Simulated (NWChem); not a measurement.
System: AlBrCl₂; SMILES [Cl][Al]([Cl])[Br]

Here is an NWChem input.

```
start job
memory heap 200 mb stack 900 mb global 1100 mb
geometry units angstroms noautoz
  Al     0.000000     0.000000    -0.511199
  Cl     0.000000     1.797049    -1.561059
  Cl     0.000000    -1.797049    -1.561059
  Br     0.000000     0.000000     1.716534
end
basis spherical
  Al library sto-3g
  Cl library sto-3g
  Br library sto-3g
end
dft
  xc xpbe96 cpbe96
  iterations 150
  mulliken
end
task dft gradient
```

Excerpt of the output:

```
             Northwest Computational Chemistry Package (NWChem) 7.3.0
             --------------------------------------------------------

 C2V symmetry detected

                             Geometry "geometry" -> ""
                             -------------------------

 Output coordinates in angstroms (scale by  1.889725989 to convert to a.u.)

  No.       Tag          Charge          X              Y              Z
 ---- ---------------- ---------- -------------- -------------- --------------
    1 Al                  13.0000     0.00000000     0.00000000    -0.51555384
    2 Cl                  17.0000     0.00000000     1.79704900    -1.56541384
    3 Cl                  17.0000     0.00000000    -1.79704900    -1.56541384
    4 Br                  35.0000     0.00000000     0.00000000     1.71217916

 Effective nuclear repulsion energy (a.u.)     431.4832574223

      Symmetry information
      --------------------

 Group name             C2v
 Group number             16
 Group order               4
 No. of unique centers     3

  pbe96 is a nonlocal functional; adding pw91lda local functional.

                                 NWChem DFT Module
                                 -----------------

 Summary of "ao basis" -> "ao basis" (spherical)
 ------------------------------------------------------------------------------
       Tag                 Description            Shells   Functions and Types
 ---------------- ------------------------------  ------  ---------------------
 Al                          sto-3g                  5        9   3s2p
 Cl                          sto-3g                  5        9   3s2p
 Br                          sto-3g                  8       18   4s3p1d

      Symmetry analysis of basis
      --------------------------

        a1         21
        a2          3
        b1          8
        b2         13

            General Information
            -------------------
          SCF calculation type: DFT
          Wavefunction type:  closed shell.
          No. of atoms     :     4
          No. of electrons :    82
           Alpha electrons :    41
            Beta electrons :    41
          Charge           :     0
          Spin multiplicity:     1
          Use of symmetry is: on ; symmetry adaption is: on
          Maximum number of iterations: 150
          AO basis - number of functions:    45
                     number of shells:    23
          Convergence on energy requested:  1.00D-06
          Convergence on density requested:  1.00D-05
          Convergence on gradient requested:  5.00D-04

              XC Information
              --------------
          PerdewBurkeErnzerhof Exchange Functional  1.000
            Perdew 1991 LDA Correlation Functional  1.000 local
           PerdewBurkeErnz. Correlation Functional  1.000 non-local

             Grid Information
             ----------------
          Grid used for XC integration:  medium
          Radial quadrature: Mura-Knowles
          Angular quadrature: Lebedev.
          Tag              B.-S. Rad. Rad. Pts. Rad. Cut. Ang. Pts.
          ---              ---------- --------- --------- ---------
          Al                  1.25       88           7.0       590
          Cl                  1.00       88           9.0       590
          Br                  1.15      112           9.0       590
          Grid pruning is: on
          Number of quadrature shells:   288
          Spatial weights used:  Erf1

      Superposition of Atomic Density Guess
      -------------------------------------

 Sum of atomic energies:       -3692.61423504

      Non-variational initial energy
      ------------------------------

 Total energy =   -3692.595462
 1-e energy   =   -6020.695942
 2-e energy   =    1896.617223
 HOMO         =      -0.276732
 LUMO         =       0.198211

      Symmetry analysis of molecular orbitals - initial
      -------------------------------------------------

  Numbering of irreducible representations:

     1 a1          2 a2          3 b1          4 b2

  Orbital symmetries:

     1 a1          2 a1          3 b2          4 a1          5 a1
     6 b2          7 b1          8 a1          9 a1         10 b2
    11 a1         12 a1         13 b2         14 b1         15 a1
    16 b2         17 a2         18 a1         19 b2         20 b1
    21 a1         22 b2         23 a1         24 b1         25 a1
    26 b2         27 b1         28 a1         29 a2         30 a1
    31 b2         32 a1         33 a1         34 b2         35 a1
    36 b1         37 a2         38 b2         39 a1         40 b1
    41 b2         42 a1         43 b1         44 a1         45 b2

     ---------------------------------------------
      Total Density - Mulliken Population Analysis
     ---------------------------------------------

    Atom       Charge   Shell Charges
 -----------   ------   -------------------------------------------------------
    1 Al  13    11.16   2.00  1.98  5.76  0.73  0.69
    2 Cl  17    17.65   2.00  2.00  5.99  1.97  5.69
    3 Cl  17    17.65   2.00  2.00  5.99  1.97  5.69
    4 Br  35    35.53   2.00  2.00  6.00  2.00  5.99  1.96  5.58 10.00

   convergence    iter        energy       DeltaE   RMS-Dens  Diis-err
 ---------------- ----- ----------------- --------- --------- ---------
 d= 0,ls=0.0,diis     1  -3694.9740826227 -4.13D+03  6.56D-02  5.31D-01
 d= 0,ls=0.0,diis     2  -3694.7927686701  1.81D-01  3.89D-02  1.57D+00
 d= 0,ls=0.0,diis     3  -3695.1256164775 -3.33D-01  4.23D-03  2.49D-03
 d= 0,ls=0.0,diis     4  -3695.1259668990 -3.50D-04  1.94D-03  1.18D-03
 d= 0,ls=0.0,diis     5  -3695.1264097375 -4.43D-04  1.14D-04  5.93D-06
  Resetting Diis
 d= 0,ls=0.0,diis     6  -3695.1264113992 -1.66D-06  7.59D-06  4.78D-08
 d= 0,ls=0.0,diis     7  -3695.1264114114 -1.22D-08  6.35D-07  6.14D-11

         Total DFT energy =    -3695.126411411386
      One electron energy =    -6017.305098859736
           Coulomb energy =     2056.830023432600
    Exchange-Corr. energy =     -166.134593406537
 Nuclear repulsion energy =      431.483257422288

 Numeric. integr. density =       81.999999887953

                  Occupations of the irreducible representations
                  ----------------------------------------------

                     irrep           alpha         beta
                     --------     --------     --------
                     a1               19.0         19.0
                     a2                3.0          3.0
                     b1                7.0          7.0
                     b2               12.0         12.0

                       DFT Final Molecular Orbital Analysis
                       ------------------------------------

 Vector   39  Occ=2.000000D+00  E=-2.102088D-01  Symmetry=b2
              MO Center=  1.1D-17, -1.7D-09, -1.5D+00, r^2= 4.4D+00
   Bfn.  Coefficient  Atom+Function         Bfn.  Coefficient  Atom+Function
  ----- ------------  ---------------      ----- ------------  ---------------
    18      0.518777  2 Cl pz                27     -0.518777  3 Cl pz
    17      0.498515  2 Cl py                26      0.498515  3 Cl py
    39      0.151022  4 Br py                14     -0.144670  2 Cl pz
    23      0.144670  3 Cl pz                13     -0.137706  2 Cl py
    22     -0.137706  3 Cl py                 8      0.050845  1 Al py

 Vector   40  Occ=2.000000D+00  E=-1.824444D-01  Symmetry=b1
              MO Center= -3.6D-18,  8.3D-16,  1.4D+00, r^2= 2.3D+00
   Bfn.  Coefficient  Atom+Function         Bfn.  Coefficient  Atom+Function
  ----- ------------  ---------------      ----- ------------  ---------------
    38      0.963653  4 Br px                34     -0.298933  4 Br px
    16     -0.218179  2 Cl px                25     -0.218179  3 Cl px
     7      0.131506  1 Al px                30      0.099980  4 Br px
    12      0.059897  2 Cl px                21      0.059897  3 Cl px
     3     -0.056901  1 Al px

 Vector   41  Occ=2.000000D+00  E=-1.739628D-01  Symmetry=b2
              MO Center=  5.9D-17, -1.1D-16,  1.5D+00, r^2= 2.0D+00
   Bfn.  Coefficient  Atom+Function         Bfn.  Coefficient  Atom+Function
  ----- ------------  ---------------      ----- ------------  ---------------
    39      0.988463  4 Br py                35     -0.306125  4 Br py
    18     -0.186428  2 Cl pz                27      0.186428  3 Cl pz
    31      0.102376  4 Br py                 8      0.077993  1 Al py
    14      0.050819  2 Cl pz                23     -0.050819  3 Cl pz
    17      0.036488  2 Cl py                26      0.036488  3 Cl py

 Vector   42  Occ=0.000000D+00  E= 3.079862D-02  Symmetry=a1
              MO Center= -6.4D-18, -6.2D-15, -4.0D-01, r^2= 3.3D+00
   Bfn.  Coefficient  Atom+Function         Bfn.  Coefficient  Atom+Function
  ----- ------------  ---------------      ----- ------------  ---------------
     6      1.099413  1 Al s                 40      0.588033  4 Br pz
    17      0.462360  2 Cl py                26     -0.462360  3 Cl py
     2     -0.320508  1 Al s                 18     -0.266506  2 Cl pz
    27     -0.266506  3 Cl pz                15     -0.236922  2 Cl s
    24     -0.236922  3 Cl s                 37     -0.223866  4 Br s

[...]

                         DFT ENERGY GRADIENTS

    atom               coordinates                        gradient
                 x          y          z           x          y          z
   1 Al      0.000000   0.000000  -0.974255    0.000000   0.000000  -0.018597
   2 Cl      0.000000   3.395930  -2.958203    0.000000   0.002151  -0.000336
   3 Cl      0.000000  -3.395930  -2.958203    0.000000  -0.002151  -0.000336
   4 Br      0.000000   0.000000   3.235549    0.000000   0.000000   0.019269
```

Level: PBE/STO-3G. The geometry was optimised at PBE0/def2-SVP.
